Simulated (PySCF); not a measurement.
A PySCF script (with the pyscf-properties extension) for the NMR shieldings of SMILES CCCP1CCC=C1C, C₈H₁₅P, on a GFN2-xTB geometry:

```python
import basis_set_exchange as bse
import numpy as np
from pyscf import gto, dft
from pyscf.prop import nmr

atoms = """
C     3.221696   -0.304980   -0.157017
C     2.181029   -0.549101    0.926720
C     0.921297    0.280302    0.699927
P     0.041131   -0.182964   -0.890343
C    -0.943177   -1.651647   -0.284170
C    -2.214166   -1.146432    0.410854
C    -2.420030    0.278714    0.005117
C    -1.424680    0.892379   -0.623182
C    -1.421139    2.299073   -1.118904
H     3.523643    0.740227   -0.170194
H     2.805310   -0.553114   -1.132158
H     4.104401   -0.918391    0.009623
H     1.922425   -1.611127    0.942538
H     2.602180   -0.299236    1.905035
H     1.188932    1.337963    0.622352
H     0.225901    0.166471    1.536444
H    -0.332054   -2.282951    0.362572
H    -1.203944   -2.243496   -1.165594
H    -3.077677   -1.755324    0.132338
H    -2.120563   -1.205380    1.500368
H    -3.356064    0.760616    0.251602
H    -0.551691    2.834887   -0.738417
H    -1.361977    2.307801   -2.207240
H    -2.322518    2.825473   -0.810715
"""
names = dict.fromkeys(["C", "P", "H"], "pcSseg-1")
basis = {el: gto.basis.parse(bse.get_basis(n, elements=[el], fmt="nwchem")) for el, n in names.items()}
mol = gto.M(atom=atoms, basis=basis, charge=0, verbose=0)
mf = dft.RKS(mol, xc="PBE0")
mf.grids.level = 2
mf.grids.alignment = dft.numint.BLKSIZE   # the property module wants whole blocks of grid points
mf.conv_tol = 1e-9
mf.kernel()

calc = nmr.RKS(mf)   # GIAO
C = mf.mo_coeff
Co = C[:, mf.mo_occ > 0]
resp = mf.gen_response(singlet=True, hermi=2)
def vind(x):   # induced exchange potential for any number of trial vectors
    d = np.einsum("pi,xij,qj->xpq", C, 2 * x.reshape(-1, C.shape[1], Co.shape[1]), Co, optimize=True)
    return np.einsum("xpq,pi,qj->xij", resp(d - d.transpose(0, 2, 1)), C, Co, optimize=True).ravel()
mo1, _ = nmr.rhf.solve_mo1(calc, with_cphf=vind)
sigma = calc.kernel(mo1)
for i, s in enumerate(sigma):   # ppm
    print("%2d %-2s %9.2f" % (i, mol.atom_pure_symbol(i), np.trace(s) / 3))
```

Problem. What are the results?

Solution. 
```
 0 C     170.60
 1 C     163.85
 2 C     151.28
 3 P     339.93
 4 C     161.01
 5 C     149.27
 6 C      46.31
 7 C      34.09
 8 C     166.39
 9 H      31.02
10 H      29.80
11 H      30.67
12 H      30.39
13 H      29.89
14 H      30.42
15 H      30.10
16 H      29.98
17 H      29.75
18 H      29.03
19 H      28.79
20 H      25.67
21 H      29.84
22 H      29.56
23 H      29.57
```

These numbers come from an equivalent density-fitted implementation of the same equations, which agrees with the script to about 0.01 ppm for H and up to a few tenths of a ppm for heavy atoms, so last digits may differ.

Size and cost of the density-fitted run: 235 basis functions, 45 s wall time on 1 thread of an Arm Neoverse V2, shared host; peak memory 1.1 GiB.
